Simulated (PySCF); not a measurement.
This script is equivalent to a calculation on Ga+ (gallium, charge +1).

```python
from pyscf import gto, scf, dft, mp, cc
import basis_set_exchange as bse
mol = gto.M(atom="Ga 0 0 0", charge=1, spin=0, symmetry="D2h",
            basis=gto.basis.parse(bse.get_basis("Sapporo-DKH3-DZP-2012", elements=["Ga"], fmt="nwchem", header=False)),
            nucmod="G")
mf = dft.UKS(mol, xc="TPSS").sfx2c1e()
mf.irrep_nelec = {'Ag': (6, 6), 'B1g': (1, 1), 'B2g': (1, 1), 'B3g': (1, 1), 'B1u': (2, 2), 'B2u': (2, 2), 'B3u': (2, 2)}
mf.kernel()
```

**Question.** What total energy does it give?

**Answer.** -1943.555 hartree (calculated).

**Question.** Which occupied shell lies highest, and where?

**Answer.** 4s, at -16.282 eV.
